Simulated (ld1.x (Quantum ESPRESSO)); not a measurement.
## Building the TM semilocal potential for cobalt (LDA (PZ), scalar-relativistic).

* Element: Co (Z = 27)
* Generator: ld1.x (Quantum ESPRESSO) 7.5
* Type: norm-conserving Troullier–Martins (semilocal form)
* Functional: LDA (PZ)
* Relativity: scalar-relativistic
* Frozen core: [Ne]
* Valence charge: 17
* Reference configuration: 3s2 3p6 3d7 4s2 4p0
* Partial waves: 3p (bound): rc 1.35 bohr; 3d (bound): rc 1.50 bohr; 3s (bound): rc 0.85 bohr
* Local potential: the s channel
* Core correction: none

Occupied shells without a wave of their own: 4s. They enter only through the test configuration that unscreens the potential.

All-electron outer shells of the reference configuration (LDA (PZ), scalar-relativistic, ld1.x):

```tsv
shell	level (eV)	outermost node (bohr)	outermost maximum (bohr)
2s	-897.10	0.08	0.21
2p	-769.46	–	0.17
3s	-101.87	0.31	0.67
3p	-65.51	0.28	0.68
3d	-8.46	–	0.66
4s	-5.68	0.96	2.29
4p	-1.39	1.05	3.21
```

Results:

* Cutoffs needed: 200 Ry and over 300 Ry (the cutoffs (Ry, on a coarse ladder) from which the occupation-weighted sum of valence levels, in a spherical-Bessel basis at the reference potential, stays within 10 and 1 mRy of its value at 400 Ry)
* Ghost test: no extra level below or beside the all-electron valence levels (p, d, s tested); the semilocal form is local in each channel, so this says nothing of the separable form that plane-wave codes build from it (spherical-Bessel basis up to 400 Ry, 20 bohr box)
* Largest excitation error: -492 meV (all-electron minus pseudo) for 3s2 3p6 3d6 4s0 4p0, out of 7 test configurations

Generation and tests took about 3.6 s on one core of a shared server CPU.
